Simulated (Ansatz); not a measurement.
A run for Ansatz (an electronic-structure program): R-CCSD(T)/def2-SVP on H2Sn (SMILES [SnH2]), 2S+1 = 1, a spin state set in the input, which need not be the lowest. Elements past Kr take the def2 small-core potentials; no spin–orbit coupling. The run froze 9 orbitals, filled d shells among them.

Ansatz 0.2 input:
```yaml
crystal:
  periodic: [false, false, false]
  atoms:
    - {symbol: Sn, position_ang: [-0.00013209, 0.04818934, 0.00000000]}
    - {symbol: H, position_ang: [-1.26196203, -1.20820154, 0.00000000]}
    - {symbol: H, position_ang: [1.26856631, -1.20126543, 0.00000000]}
basis:
  gaussian:
    orbitals: def2-SVP
magnetization: {spin_polarized: false}
correlation: {method: ccsd_t, electrons: outside_noble_gas}
scf: {omitted_lower_state_checks: [cluster_reference]}
```

Q: What total energy does the run end on?

A: -214.5688 hartree (reference determinant -214.4676, T1 diagnostic 0.014).
